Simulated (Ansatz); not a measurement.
`[CH3][GeH2][F]` + HBr → `[CH3][GeH2][Br]` + H–F at 600 K and 1 bar (ligand exchange at a Ge–F bond).

Computed with Ansatz on PBE0-D4/def2-TZVP structures; ΔE is electronic, products minus reactants. CCSD(T)/CBS is the MP2 limit (def2-TZVPP, def2-QZVPP) plus CCSD(T) − MP2 in def2-TZVPP, frozen cores. This one scheme is used for every species. For Br, Ge outer-core shells are correlated without core-valence functions, which leaves a few kJ/mol of doubt a bond. Scalar relativity is left out up to krypton.

| species | CCSD(T)/CBS energy (Eh) | H − E (kJ/mol) | S (J/(mol·K)) |
| --- | --- | --- | --- |
| `[CH3][GeH2][F]` | -2217.00316 | 188.8 | 369.8 |
| HBr | -2573.91920 | 33.5 | 219.1 |
| `[CH3][GeH2][Br]` | -4690.53762 | 187.7 | 394.2 |
| H–F | -100.39570 | 42.3 | 194.0 |

H − E and S are ideal-gas, rigid-rotor, harmonic terms from PBE0-D4/def2-TZVP. 1 Eh = 2625.50 kJ/mol, R = 8.31446 J/(mol·K).

**Question.** By hand: ΔE, ΔH, ΔS and ΔG.

**Answer.** ΔE = (-4690.53762) + (-100.39570) − (-2217.00316) − (-2573.91920) = -0.01096 Eh = -28.8 kJ/mol. Δ(H − E) = 187.7 + 42.3 − 188.8 − 33.5 = 7.7, so ΔH = -21.1 kJ/mol. ΔS = 394.2 + 194.0 − 369.8 − 219.1 = -0.7 J/(mol·K). ΔG = -21.1 − 600 × (-0.7)/1000 = -20.7 kJ/mol.

**Question.** By hand: the equilibrium constant, and the temperature at which ΔG would vanish if ΔH and ΔS stayed fixed.

**Answer.** log₁₀ K = −ΔG/(RT ln 10) = 1.8. ΔG = 0 at ΔH/ΔS = 30143 K, far beyond where these terms or the molecules hold.

The number of gas molecules stays the same, so ΔS is small and ΔH decides. A doubt of 5 kJ/mol in ΔE shifts log₁₀ K by 0.4 here. These are equilibria of isolated gas molecules and say nothing of rates. Largest T1 diagnostic: 0.011 (customary marks: 0.02 for closed shells, 0.045 for open ones).
